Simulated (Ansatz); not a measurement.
```yaml
crystal:
  periodic: [false, false, false]
  atoms:
    - {symbol: Si, position_ang: [-0.326729, 0.077751, -0.136219]}
    - {symbol: Te, position_ang: [3.730978, -1.654624, 1.468898]}
    - {symbol: H, position_ang: [-2.272880, 0.182099, 1.881822]}
    - {symbol: H, position_ang: [-1.309539, -1.427200, -2.290306]}
    - {symbol: H, position_ang: [0.272656, 2.682699, -1.002617]}
basis:
  gaussian: {orbitals: def2-SVPD}
magnetization: {spin_polarized: true, initial_magnetization: 1}
hamiltonian: {xc: {name: PBE-QIDH}}
output: {forces: true}
```

```sh
$ ansatz run in.yaml --threads 2 --pin off --events-out ev --progress --plain --max-ram 22528MiB --backend cpu
```

It prints (some lines left out):

```
Functional definition: PBE-QIDH
  name "PBE-QIDH"
  cite "Brémond, Sancho-García, Pérez-Jiménez & Adamo, J. Chem. Phys. 141, 031101 (2014) doi:10.1063/1.4890314"
  cite "Perdew, Burke & Ernzerhof, Phys. Rev. Lett. 77, 3865 (1996) doi:10.1103/PhysRevLett.77.3865"
  parameter a = 3^(-1/3)
  parameter c = 1/3
  exchange = (1 - a)*pbe_x + a*exact_x
  correlation = (1 - c)*pbe_c + c*(mp2_os + mp2_ss)
911 factors; integrals over basis functions are off by at most 3.3e-4 eV
mean field evaluation 1: about -15181.4002 eV, gradient 1.4e1 eV
mean field evaluation 2: about -15181.4010 eV, gradient 1.4e1 eV
mean field evaluation 4: about -15184.2897 eV, gradient 7.7e0 eV
mean field evaluation 8: about -15186.3144 eV, gradient 2.9e0 eV
mean field evaluation 16: about -15190.6377 eV, gradient 3.1e-1 eV
mean field evaluation 64: about -15190.4932 eV, gradient 3.9e-1 eV
mean field evaluation 128: about -15190.6844 eV, gradient 3.4e-1 eV
mean field evaluation 160: about -15190.6233 eV, gradient 7.2e-1 eV
mean field evaluation 192: about -15190.4221 eV, gradient 1.1e-1 eV
mean field evaluation 224: about -15190.5582 eV, gradient 1.0e-2 eV
mean field -15190.71567399 eV, -558.2485043823 hartree, gradient 1.9e-6 eV, S^2 3.226102; 13 other end points of the search recorded, 0 dependent functions left out
9 core orbitals not correlated: weight in the atoms' cores, before any rotation towards them, 1.000 or more for the frozen orbitals, at most 0.000 for the correlated occupied ones
reference -15190.71569717 eV, -558.2485052341 hartree; 12, 11 occupied and 62, 63 virtual orbitals, 911 factors
second order -4.48500244 eV of doubles, -0.00000000 eV of singles
the calculation of the forces begins
Total energy: -15192.21069798 eV, -558.3034455006 hartree
Atom 0 at    -0.326729     0.077751    -0.136219 Å, force    -0.587035     0.308555    -0.254564 eV/Å
Atom 1 at     3.730978    -1.654624     1.468898 Å, force    -0.098797     0.041214    -0.038709 eV/Å
Atom 2 at    -2.272880     0.182099     1.881822 Å, force     0.509320    -0.046734    -0.465565 eV/Å
Atom 3 at    -1.309539    -1.427200    -2.290306 Å, force     0.278365     0.339084     0.534673 eV/Å
Atom 4 at     0.272656     2.682699    -1.002617 Å, force    -0.101853    -0.642119     0.224164 eV/Å
Dipole moment:     0.250693    -0.117617     0.103252 e Å
```

(1) Something in this input is off. What?

Results:

(1) The coordinates are in bohr but typed as ångström. The run converged. The result belongs to that input, not to the molecule as meant.
